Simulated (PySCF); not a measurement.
**Re²⁺ (rhenium, charge +2) across methods**

[Xe] 4f14 5d4 6p1, one real determinant (an excited configuration). All numbers are calculated (PySCF 2.14, scalar relativity by spin-free X2C-1e, in x2c-TZVPPall with one added diffuse shell each of s, p, d, f type (12s8p8d4f1g, 113 functions)).

```
method   E (hartree)  mean ε 5p β (eV)  mean ε 5d α (eV)  mean ε 6p α (eV)  Σ⟨r²⟩ (bohr²)   ⟨S²⟩
   UHF  -16687.07879           -74.845           -32.127           -17.799          49.47  8.755
  PBE0     -16692.08           -68.999           -27.755           -16.534          48.91  8.752
   PBE     -16692.30           -66.524           -26.047           -15.958          48.93  8.751
r2SCAN     -16692.39           -67.612           -26.472           -16.028          48.75  8.753
   LDA     -16681.67           -67.006           -26.158           -16.090          48.82  8.751
```

⟨L²⟩ = 8.02 against 12 for a pure F term, so this real determinant mixes terms. Spin-orbit coupling, absent here, splits the open shell strongly.
